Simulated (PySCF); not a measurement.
## SrSi⁻ at CAM-B3LYP

Level: CAM-B3LYP. basis Sr def2-SVPD with ECP28, Si def2-SVPD; scalar-relativistic core potentials; PySCF 2.14.

- state: ⁴Σ⁻ (quartet), unpaired electrons σ ↑, π ↑↑
- bond length: 0.3143 nm
- harmonic wavenumber: 173 cm⁻¹
- force constant: 0.373 mdyn/Å
- rotational constant Be: 0.08043 cm⁻¹
- anharmonicity ωexe: 0.861 cm⁻¹
- vibration–rotation constant αe: 0.000532 cm⁻¹
- bond order (Mayer): 0.95
- dipole moment (positive dipole points towards Si; it is taken about the centre of mass and depends on that origin): -1.80 D

Spin–orbit coupling is left out. The state was picked by a PBE0 search and need not be the measured ground state.
